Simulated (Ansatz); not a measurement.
CH2BrF (`FCBr`). Charge 0, multiplicity 1.

```xyz
5

F     0.2051    0.4063   -1.2983
C    -0.0997   -0.1097   -0.0868
Br    0.8321    0.8434    1.3157
H    -1.1644    0.0064    0.1052
H     0.2269   -1.1464   -0.0358
```

Problem. List the harmonic frequencies (cm⁻¹, unscaled) at PBE0-D4/def2-TZVP in Ansatz. (Estimate.)

Solution. Ansatz gave: 317, 658, 946, 1116, 1253, 1337, 1492, 3106, 3189.

Problem. Is this a minimum?

Solution. Yes, all 9 modes are real.

Problem. Give the ideal-gas thermochemistry at 298.15 K and 1 bar (rigid rotor, harmonic oscillator; point group Cs, symmetry number 1).

Solution. Zero-point energy 80.2 kJ/mol; H(298) − E = 91.8 kJ/mol; entropy 275.9 J/(mol·K), of which translation 167.8, rotation 100.1, vibration 8.1; G(298) − E = 9.5 kJ/mol.

Problem. And at 400, 500, 600, 800 and 1000 K?

Solution. 
| T (K) | H − E (kJ/mol) | S (J/mol/K) | G − E (kJ/mol) |
| --- | --- | --- | --- |
| 400 | 97.1 | 291.3 | -19.4 |
| 500 | 103.2 | 304.8 | -49.2 |
| 600 | 109.9 | 316.9 | -80.3 |
| 800 | 124.8 | 338.3 | -145.9 |
| 1000 | 141.2 | 356.6 | -215.4 |
